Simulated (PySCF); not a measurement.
Compound: 1,2-dimethylimidazole, C₅H₈N₂.
Atom-mapped SMILES: `[CH3:1][c:2]1[n:3][cH:4][cH:5][n:6]1[CH3:7]`

Cartesian coordinates in Å at the GFN2-xTB level; atoms count from 1:
```
atom  x, y, z in Å
C1    -1.8067   -0.7466   -0.1550
C2    -0.3303   -0.7585   -0.0148
N3     0.4191   -1.8256    0.0842
C4     1.6978   -1.3796    0.1962
C5     1.7197   -0.0173    0.1636
N6     0.4168    0.3793    0.0279
C7    -0.0631    1.7279   -0.0520
H8    -2.1032   -0.2571   -1.0828
H9    -2.2687   -0.2132    0.6758
H10   -2.1649   -1.7709   -0.1627
H11    2.5145   -2.0661    0.2923
H12    2.5237    0.6876    0.2235
H13   -0.5877    1.8944   -0.9960
H14   -0.7520    1.9405    0.7690
H15    0.7806    2.4132    0.0089
```

Definitions: NICS(0) = −σiso at the ring centroid; NICS(1) = −σiso and NICS(1)zz = −σzz at ±1 Å along the ring normal z. Level: GIAO PBE0/pcSseg-1 (PySCF, non-relativistic, gas phase) on the GFN2-xTB geometry, one conformer.

Ring bond lengths (Å), with Mayer bond orders in brackets: C2–N3 1.308 (1.59), N3–C4 1.359 (1.35), C4–C5 1.363 (1.56), C5–N6 1.369 (1.12), N6–C2 1.362 (1.11).

Give the NICS values of each ring in ppm.

```csv
ring,type,NICS(0),"NICS(1), two faces","NICS(1)zz, two faces",rms pucker (Å),"centre to ring atoms, mean (Å)"
C2–N3–C4–C5–N6,5-membered ring with 2 N; formal bonds all aromatic,-12.4,-10.9 / -10.9,-29.0 / -29.0,0.00,1.15
```

What do they say, and how far can they be read as aromaticity?

- C2–N3–C4–C5–N6: mean NICS(1)zz -29.0 ppm, shielded. The ring is flat and has no four-coordinate atom; by the NICS criterion it is aromatic.

And the bond-length index? HOMA = 1 − mean of α(R − Ropt)² over the ring bonds, with Krygowski's 1993 parameters (CC: Ropt 1.388 Å, α 257.7 Å⁻²; CN: Ropt 1.334 Å, α 93.52 Å⁻²).

- C2–N3–C4–C5–N6: HOMA 0.91; the largest term is that of C4–C5, α(R − Ropt)² = 0.16. The geometric and the magnetic index point the same way.

What are the shieldings of the ring atoms and their hydrogens in the same run (means over atoms taken as equivalent)?

| atoms | environment | σ isotropic (ppm) | principal values of the symmetric part, first atom (ppm) |
| --- | --- | --- | --- |
| C2 | substituted aromatic carbon | 40.7 | -26.5, 41.5, 107.0 |
| N3 | pyridine-type nitrogen | -37.2 | -233.6, -98.8, 220.9 |
| C4 | aromatic CH next to a ring nitrogen | 54.2 | -25.0, 54.4, 133.3 |
| C5 | aromatic CH next to a ring nitrogen | 62.5 | -13.5, 79.8, 121.2 |
| N6 | pyrrole-type nitrogen | 87.1 | -27.8, 117.5, 171.8 |
| H11 | aromatic hydrogen | 24.74 | 22.1, 25.2, 26.9 |
| H12 | aromatic hydrogen | 25.05 | 22.6, 25.3, 27.2 |

The run took 13 s of wall time on one thread of an Arm Neoverse V2, no GPU, shared host with 96 logical CPUs at a one-minute load of 13, and the process peaked at 0.73 GiB of memory. This is the whole shielding run at PBE0/pcSseg-1, SCF included.
